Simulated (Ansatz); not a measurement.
ClFH6N2SSi2, SMILES `N[Si@@H](F)S[Si@@H](N)Cl` at its PBE0-D4/def2-TZVP geometry, where that method's forces vanish. Total charge 0; spin multiplicity 1.

| atom | x (Å) | y (Å) | z (Å) |
| --- | --- | --- | --- |
| N1 | 0.271 | 1.686 | 0.207 |
| Si2 | 0.841 | 0.812 | 1.526 |
| F3 | 0.225 | 1.270 | 2.927 |
| S4 | 0.277 | -1.254 | 1.418 |
| Si5 | -0.098 | -1.539 | -0.641 |
| N6 | -1.419 | -0.558 | -1.136 |
| Cl7 | 1.450 | -1.048 | -1.896 |
| H8 | 0.807 | 2.428 | -0.208 |
| H9 | -0.479 | 1.344 | -0.377 |
| H10 | 2.300 | 0.981 | 1.671 |
| H11 | -0.283 | -3.001 | -0.780 |
| H12 | -2.267 | -0.615 | -0.591 |
| H13 | -1.626 | -0.505 | -2.122 |

Problem. For each bond, give half the difference of the two atoms' forces along it (eV/Å; positive pushes the atoms apart) under PBE-D4, r2SCAN-D4, B3LYP-D4, ωB97M-V in def2-TZVPP. (Estimate.)

Solution. Computed: 
```json
{"bond": "N1–Si2", "length (Å)": "1.681", "PBE-D4": "0.02", "r2SCAN-D4": "0.02", "B3LYP-D4": "0.07", "ωB97M-V": "0.08"}
{"bond": "N1–H8", "length (Å)": "1.005", "PBE-D4": "0.15", "r2SCAN-D4": "0.01", "B3LYP-D4": "-0.02", "ωB97M-V": "-0.01"}
{"bond": "N1–H9", "length (Å)": "1.010", "PBE-D4": "0.19", "r2SCAN-D4": "0.01", "B3LYP-D4": "-0.06", "ωB97M-V": "-0.07"}
{"bond": "Si2–F3", "length (Å)": "1.597", "PBE-D4": "0.51", "r2SCAN-D4": "0.04", "B3LYP-D4": "0.16", "ωB97M-V": "0.14"}
{"bond": "Si2–S4", "length (Å)": "2.144", "PBE-D4": "0.04", "r2SCAN-D4": "0.03", "B3LYP-D4": "0.10", "ωB97M-V": "0.02"}
{"bond": "Si2–H10", "length (Å)": "1.476", "PBE-D4": "-0.01", "r2SCAN-D4": "-0.06", "B3LYP-D4": "-0.17", "ωB97M-V": "-0.21"}
{"bond": "S4–Si5", "length (Å)": "2.113", "PBE-D4": "0.06", "r2SCAN-D4": "0.03", "B3LYP-D4": "0.08", "ωB97M-V": "0.01"}
{"bond": "Si5–N6", "length (Å)": "1.718", "PBE-D4": "0.12", "r2SCAN-D4": "0.01", "B3LYP-D4": "0.08", "ωB97M-V": "0.07"}
{"bond": "Si5–Cl7", "length (Å)": "2.053", "PBE-D4": "0.16", "r2SCAN-D4": "0.06", "B3LYP-D4": "0.19", "ωB97M-V": "0.07"}
{"bond": "Si5–H11", "length (Å)": "1.480", "PBE-D4": "0.03", "r2SCAN-D4": "-0.05", "B3LYP-D4": "-0.20", "ωB97M-V": "-0.20"}
{"bond": "N6–H12", "length (Å)": "1.010", "PBE-D4": "0.18", "r2SCAN-D4": "0.02", "B3LYP-D4": "-0.03", "ωB97M-V": "-0.02"}
{"bond": "N6–H13", "length (Å)": "1.010", "PBE-D4": "0.19", "r2SCAN-D4": "0.02", "B3LYP-D4": "-0.02", "ωB97M-V": "-0.02"}
```

B3LYP here is the variant with VWN-RPA as its local correlation; programs differ in this.
